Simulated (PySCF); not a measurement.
# Vibration and rotation of SrAs

PBE constants of SrAs, ²Π (doublet), unpaired electrons π ↑ (Sr def2-SVP with ECP28, As def2-SVP; scalar-relativistic core potentials (PySCF 2.14); masses 87.9056 and 74.9216 u):

```
ωe            : 220.6 cm⁻¹
ωexe          : 0.553 cm⁻¹
Be            : 0.054761 cm⁻¹
αe            : 0.000177 cm⁻¹
De to Sr + As : 1.43 eV
```

Task: What force constant and bond length do these constants imply?

Result: Reduced mass μred = 40.448 u; k = 5.8918×10⁻⁷·μred·ωe² (u, cm⁻¹, mdyn/Å) = 1.16 mdyn/Å; Re = √(16.8576/(μred·Be)) (u, cm⁻¹, Å) = 2.759 Å.

Task: Estimate the centrifugal constant D from the Kratzer relation and find the Dunham coefficient a1.

Result: D = 4Be³/ωe² = 1.35e-08 cm⁻¹; a1 = −1 − αeωe/(6Be²) = -3.17.

Spin–orbit coupling is left out. The state was picked by a PBE0 search and need not be the measured ground state.
